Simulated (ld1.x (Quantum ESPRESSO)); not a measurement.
**Before and after: TM potential for Ba (Z = 56)**

| Item | Value |
| --- | --- |
| Element | Ba |
| Generator | ld1.x (Quantum ESPRESSO) 7.5 |
| Type | norm-conserving Troullier–Martins (Kleinman–Bylander form) |
| Functional | LDA (PZ) |
| Relativity | scalar-relativistic |
| Frozen core | [Xe] |
| Valence charge | 2 |
| Reference configuration | 5d0 6s1 6p0 (charge +1) |
| Partial waves | 6p (bound, empty): rc 3.70 bohr; 5d (bound, empty): rc 4.05 bohr; 6s (bound): rc 2.85 bohr |
| Local potential | the s channel |
| Core correction | none |

Change: wave 6p (bound): rc 3.70 bohr becomes 6p (bound): rc 4.40 bohr.

Cutoffs: the cutoffs (Ry, on a coarse ladder) from which the occupation-weighted sum of valence levels, in a spherical-Bessel basis at the reference potential, stays within 10 and 1 mRy of its value at 400 Ry; they do not see the model core or the augmentation charge, which bear on the density cutoff. Errors are all-electron minus pseudo energies relative to the spin-unpolarised reference configuration.

Problem. Predict the effect on cutoff, ghosts and configuration errors.

Solution. The potential gets neither clearly harder nor softer (8 Ry and 25 Ry → 8 Ry and 25 Ry); the bound ghosts move from p, s to s; of the 9 tests that both files solve, the error grows in 0 and shrinks in 1 by more than 15 % and 0.3 meV (median size 57.8 → 57.8 meV).

| quantity | base | changed |
| --- | --- | --- |
| cutoff, loose | 8 Ry | 8 Ry |
| cutoff, tight | 25 Ry | 25 Ry |
| bound ghosts | p, s (extra level of the local part) | s (extra level of the local part) |
| error for 5d0 6s2 6p0, meV [ΔE -5.54 eV] | +58 | +58 |
| error for 5d0 6s1.5 6p0, meV [ΔE -3.33 eV] | +20 | +20 |
| error for 5d0 6s1 6p1, meV [ΔE -3.42 eV] | +15 | +16 |
| error for 5d0 6s0 6p2, meV [ΔE -1.18 eV] | +49 | +41 |
| error for 5d0.5 6s1.5 6p0, meV [ΔE -4.90 eV] | +195 | +195 |
| error for 5d0 6s0 6p1, meV [ΔE 2.71 eV] | +67 | +60 |
| error for 5d1 6s0 6p0, meV [ΔE 0.73 eV] | +521 | +521 |
| error for 5d0 6s1 6p0 (spin-polarised), meV [ΔE -0.15 eV] | +85 | +85 |
| error for 5d0 6s1.5 6p0 (spin-polarised), meV [ΔE -3.36 eV] | +30 | +30 |

 A true bound ghost makes a file unfit for plane-wave use even where its test errors are small: the radial tests pick states by their node count and pass the ghost by.
